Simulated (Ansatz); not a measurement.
Consider the redistribution: `[F][In]([SH])[Br]` + `C[S][Ge][SH]` → `[SH][In]([SH])[Br]` + `C[S][Ge][F]`.

Isolated molecules relaxed with PBE0-D4/def2-TZVP in Ansatz; ΔE leaves out vibrations. CCSD(T)/CBS is the MP2 limit (def2-TZVPP, def2-QZVPP) plus CCSD(T) − MP2 in def2-TZVPP, frozen cores. DFT in def2-TZVPP. def2 core potentials past Kr. For Br, Ge, In outer-core shells are correlated without core-valence functions, which leaves a few kJ/mol of doubt a bond. Scalar relativity is left out up to krypton. One conformer a species, not always the lowest.

```csv
level,ΔE (kJ/mol)
PBE-D4,-44.7
ωB97X-V,-52.6
SCS-MP2/def2-TZVPP,-51.9
SCS-MP2/def2-QZVPP,-48.8
```

Q: What does CCSD(T)/CBS give? (Estimate.)

A: Computed: -46.1 kJ/mol. The listed levels differ from it by 1.4, -6.5, -5.8, -2.7 kJ/mol.

Largest T1 diagnostic among the species: 0.015.

In def2-TZVPP, CCSD(T) changes the Hartree–Fock value by +4.6 kJ/mol (the triples alone add +1.6 kJ/mol) and MP2 by +4.1 kJ/mol.
